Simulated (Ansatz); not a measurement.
System: RbF (charge 0, singlet). 
Structure (B3LYP-D3(BJ)/def2-TZVP (Ansatz, a first-principles code) minimum search):
```xyz
2

Rb     0.0000     0.0000    -0.4608
F      0.0000     0.0000     1.8945
```

Basis-set convergence of Hartree-Fock and CCSD(T) correlation energies (hartree) with Ansatz. Valence correlation only, unless marked. Spin-orbit coupling is left out. The frozen core is the preceding noble-gas configuration, with the filled d and f shells of earlier blocks. The outer core of K, Ca and their heavier congeners is not correlated, a term that matters for these elements. Past Kr the def2 sets carry scalar-relativistic core potentials.

```
basis        functions       E(HF)  E(corr, CCSD(T))
-----------  ---------  ----------  ----------------
def2-SVPD           50  -123.20643          -0.22418
def2-TZVPPD         80  -123.32296          -0.28478
def2-QZVPPD        129  -123.32744          -0.30888
```

Extrapolating the two largest sets (X = 3 and 4) as X^-3: E(corr) = (64·(-0.30888) - 27·(-0.28478))/37 = -0.3265 Eh, an estimate of the basis-set limit. The largest set recovers 94.6 % of it, the smallest 68.7 %.
